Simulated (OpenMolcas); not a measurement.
# Ionisation energies of iridium

```
Program             : OpenMolcas
Basis               : ANO-R3 [9s7p6d4f2g2h]
Scalar Hamiltonian  : X2C, finite nucleus
Spin-orbit coupling : state interaction with AMFI integrals over the reference wave functions, term energies averaged over their components
```

Active shells in each charge state: the valence d, s shells, with orbitals averaged over the low states. Where CASPT2's correlated closed shells are named, they are those of the first ion.

A. CASSCF
B. SS-CASPT2, IPEA 0.25 Eh, imaginary shift 0.1 Eh (closed shells correlated: 5s 5p)
C. MS-CASPT2, IPEA 0.25 Eh, imaginary shift 0.1 Eh (closed shells correlated: 5s 5p)
D. SS-CASPT2, IPEA 0 Eh, imaginary shift 0.1 Eh (closed shells correlated: 5s 5p)
E. SS-CASPT2, IPEA 0.25 Eh, imaginary shift 0.1 Eh (closed shells correlated: 4f 5s 5p)

Energies in eV between the lowest computed levels, named as in B; reference values from the NIST Atomic Spectra Database with their kind.

| From | To | A | B | C | D | E | Spin-orbit share in B | Reference |
| --- | --- | --- | --- | --- | --- | --- | --- | --- |
| Ir 5d7 6s2 4F 9/2 | Ir+ 5d7 6s 5F5 | 6.944 | 9.237 | 9.238 | 9.282 | 9.251 | +0.176 | 8.967 (measured) |
| Ir+ 5d7 6s 5F5 | Ir2+ 5d7 4F 9/2 | 15.880 | 17.361 | 17.361 | 17.467 | 17.450 | -0.294 | 17.000 (semi-empirical) |

Error against the reference values, in %:

```
From       Reference      A     B     C     D     E
  Ir        measured  -22.6  +3.0  +3.0  +3.5  +3.2
 Ir+  semi-empirical   -6.6  +2.1  +2.1  +2.7  +2.6
```

Absolute error against the one measured value: A 2.02 eV, B 0.27 eV, C 0.27 eV, D 0.31 eV, E 0.28 eV.

The lowest level within the active space need not be the ion's true ground level.
